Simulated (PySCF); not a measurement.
TiSi: from constants to spectrum

revPBE constants of TiSi, ⁵Δ (quintet), unpaired electrons σ ↑, π ↑↑, δ ↑ (Ti def2-TZVPPD, Si def2-TZVPPD; no relativity (PySCF 2.14); masses 47.9479 and 27.9769 u):

* ωe: 362.3 cm⁻¹
* ωexe: 1.37 cm⁻¹
* Be: 0.15918 cm⁻¹
* αe: 0.000823 cm⁻¹
* D (centrifugal): 1.23e-07 cm⁻¹

Q: Give the vibrational terms G(v) and spacings up to v = 6.

A: G(v) = ωe(v+½) − ωexe(v+½)².

| v | G(v) (cm⁻¹) | G(v) − G(v−1) | Bv (cm⁻¹) |
| --- | --- | --- | --- |
| 0 | 180.8 |  | 0.1588 |
| 1 | 540.4 | 359.6 | 0.1579 |
| 2 | 897.2 | 356.8 | 0.1571 |
| 3 | 1251.3 | 354.1 | 0.1563 |
| 4 | 1602.6 | 351.3 | 0.1555 |
| 5 | 1951.2 | 348.6 | 0.1547 |
| 6 | 2297.1 | 345.9 | 0.1538 |

De is left out where the level can put another filling of the metal’s s and d shells below the measured ground configuration, by anything from nothing to about 1 eV. The state is the lowest single determinant that the PBE0 search found; with open d or f shells the true ground state can be another one.
